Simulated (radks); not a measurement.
Results of a calculation; reference values are marked as such.
Problem. Coherent X-ray form factor from a spherical all-electron density. Code: a radial shooting solver on a logarithmic mesh with Libxc functionals. Model: scalar-relativistic Kohn-Sham, LDA (Slater exchange, Perdew-Zunger correlation), spin-polarised, spherical densities, point nucleus.

sin(theta)/lambda (1/angstrom)  f0 (electrons)
0.05                                    80.931
0.1                                     78.104
0.15                                    74.323
0.2                                     70.255
0.25                                    66.249
0.3                                     62.437
0.4                                     55.534
0.5                                     49.632
0.6                                     44.660
0.8                                     36.824
1                                       30.746
1.25                                    24.759
1.5                                     20.383
2                                       15.436

The species is in the configuration that NIST lists as its ground one. Which atom or ion scatters so?

Solution. The bismuth ion Bi+, [Hg] 6p2. Extrapolating in s^2 from the first two rows gives f0(0) = 81.9, near the electron count 82; among species with that count, the fall with angle is slower the higher Z, and the table is that of Z = 83; from so few rows the species is fixed only to a neighbour or two.
